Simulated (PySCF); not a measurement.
Gas-phase reaction: 2 SnBr4 + 3 Cl2 = 2 SnCl3 + 4 Br2

Energies from PySCF, thermal terms from the rigid-rotor harmonic-oscillator model, ideal gas at 1 bar. † marks an energy on the PBE0/def2-TZVP geometry and frequencies; other levels use their own. MP2 freezes the core. Open shells (unrestricted): SnCl3 (multiplicity 2); the rest are closed-shell singlets. Sn: scalar-relativistic def2 core potential, no spin-orbit coupling. Br: all electrons, no relativistic terms. SnCl3: computed as isolated molecules; such fragments, hydroxides, amides, oligomers or adducts are transient or little studied in the gas. MP2 isn't extrapolated to the basis-set limit.

r2SCAN/def2-TZVP† gives ΔH°(298 K) = 222 kJ.

Task: What do PBE/def2-TZVP†, PBE0/def2-TZVP, MP2/def2-SVP† give?

Result: PBE/def2-TZVP†: 193 kJ; PBE0/def2-TZVP: 227 kJ; MP2/def2-SVP†: 278 kJ. For scale, ΔH°(298 K) is 222 kJ at this level, 248 kJ at ωB97M-V/def2-TZVP†, and runs from 56 to 296 kJ over the 17 levels computed.
